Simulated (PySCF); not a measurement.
SMILES c1csc(Sc2cccs2)c1 (C₈H₆S₃), GFN2-xTB optimised geometry.

```
17

C     -0.29    -2.66     0.00
C      1.06    -2.66     0.00
S      1.72    -1.07     0.00
C      0.12    -0.40     0.04
S     -0.16     1.34    -0.02
C      1.02     1.90     1.16
C      1.85     2.97     1.01
C      2.63     3.20     2.16
C      2.39     2.31     3.15
S      1.18     1.17     2.73
C     -0.84    -1.36     0.02
H     -0.89    -3.56     0.00
H      1.73    -3.50     0.01
H      1.89     3.56     0.11
H      3.35     3.99     2.24
H      2.85     2.24     4.12
H     -1.89    -1.15     0.03
```

Density from B3LYP/def2-SVP run with PySCF at that geometry.

Minimum of the electron density along straight lines between bonded atoms, close to the bond critical point (lines longer than 1.1 times the sum of covalent radii, or with two minima, are not listed):

| bond | length / Å | ρ at the minimum / e bohr⁻³ | ∇²ρ there / e bohr⁻⁵ | position (fraction from the first atom) |
|---|---|---|---|---|
| C1–C2 | 1.357 | 0.326 | -0.84 | 0.49 |
| C2–S3 | 1.719 | 0.217 | -0.48 | 0.47 |
| S3–C4 | 1.739 | 0.209 | -0.44 | 0.53 |
| C4–S5 | 1.757 | 0.201 | -0.43 | 0.49 |
| S5–C6 | 1.757 | 0.201 | -0.43 | 0.51 |
| C6–C7 | 1.362 | 0.323 | -0.82 | 0.52 |
| C7–C8 | 1.411 | 0.298 | -0.74 | 0.50 |
| C8–C9 | 1.357 | 0.326 | -0.84 | 0.49 |
| C6–S10 | 1.739 | 0.209 | -0.44 | 0.47 |
| C9–S10 | 1.718 | 0.218 | -0.48 | 0.47 |
| C1–C11 | 1.411 | 0.298 | -0.74 | 0.50 |
| C4–C11 | 1.362 | 0.323 | -0.82 | 0.52 |
| C1–H12 | 1.075 | 0.285 | -1.10 | 0.63 |
| C2–H13 | 1.072 | 0.286 | -1.12 | 0.64 |
| C7–H14 | 1.074 | 0.286 | -1.11 | 0.64 |
| C8–H15 | 1.075 | 0.285 | -1.10 | 0.63 |
| C9–H16 | 1.072 | 0.287 | -1.12 | 0.64 |
| C11–H17 | 1.074 | 0.285 | -1.11 | 0.64 |
